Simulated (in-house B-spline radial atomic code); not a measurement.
## Binding energies in N²⁺

NIST's tabulated ground configuration is [He] 2s2 2p1; each binding energy is the energy of the ion with one electron taken from that subshell, relaxed, less that of the parent. Method: Dirac-Hartree-Fock, average of configuration, Fermi nucleus of rms radius 2.5582 fm. Calculated with an all-electron radial atomic-structure program (B-spline basis). Energies include first-order Breit, QED and recoil terms.

```
subshell  X-ray name  binding energy (eV)  -ε (eV)  relaxation (eV)
      1s           K                458.1    466.1              7.8
      2s          L1                55.72    56.42             0.69
      2p        L2,3                47.16    47.77             0.60
```

Relaxation = -ε minus the binding energy without Breit, QED and recoil terms.

Task: What does it cost to remove both a 2s and a 2p electron?

Result: 122.18 eV, which is 19.29 eV more than the two single binding energies together.

Task: What does it cost to remove two 2s electrons?

Result: 132.26 eV, which is 20.82 eV more than the two single binding energies together.

Task: What does it cost to remove both a 1s and a 2p electron?

Result: 535.51 eV, which is 30.24 eV more than the two single binding energies together.
